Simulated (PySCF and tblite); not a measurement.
Values are calculated unless marked as measured or tabulated.
C₉H₆OS₂, numbered as in [CH:1]#[C:2][c:3]1[cH:4][c:5]2[s:6][c:7]([O:8][CH3:9])[cH:10][c:11]2[s:12]1.

Conformers came from 60 starts (ETKDG and KDG, MMFF94s, GFN2-xTB); geometries are GFN2-xTB. Energies: B3LYP-D3(BJ)/def2-SVP (IEF-PCM, tetrahydrofuran), with GFN2-xTB thermal terms (modes under about 100 cm⁻¹ blended into free rotors). Symmetry numbers and mirror images are counted. Conformers within 2.5 kcal/mol (GFN2-xTB free energy) were kept, 2 at most. GIAO shieldings: mPW1PW91/pcSseg-1 (IEF-PCM, tetrahydrofuran). Shifts are against TMS (¹H), TMS (¹³C) at the same level. (PySCF 2.14, tblite 0.8.)

Task: List the conformer-averaged shifts at 298.15 K.

Result: ¹H: 7.68 (H4, 1H), 6.57 (H10, 1H), 4.19 (H9, 3H), 3.63 (H1, 1H) ppm. ¹³C: 182.3 (C7), 148.4 (C11), 135.3 (C4), 132.5 (C5), 125.8 (C3), 100.4 (C10), 94.0 (C1), 82.9 (C2), 60.9 (C9) ppm.

Task: How do the conformers differ?

Result: Torsions listed: S6–C7–O8–C9.
| conformer | shape | weight % |
| --- | --- | --- |
| 1 | 180° | 78.7 |
| 2 | 0° | 21.3 |

```
signal      1      2  average
    H1   3.63   3.63     3.63
    H4   7.67   7.73     7.68
    H9   4.19   4.18     4.19
   H10   6.51   6.78     6.57
    C1   94.0   93.9     94.0
    C2   82.9   83.0     82.9
    C3  126.0  125.3    125.8
    C4  135.3  135.3    135.3
    C5  132.8  131.2    132.5
    C7  182.5  181.6    182.3
    C9   60.8   61.3     60.9
   C10   99.6  103.4    100.4
   C11  148.3  149.1    148.4
```

Shifts are unscaled: against experiment ¹³C can be off by 15 ppm or more and ¹H by 0.8 ppm.
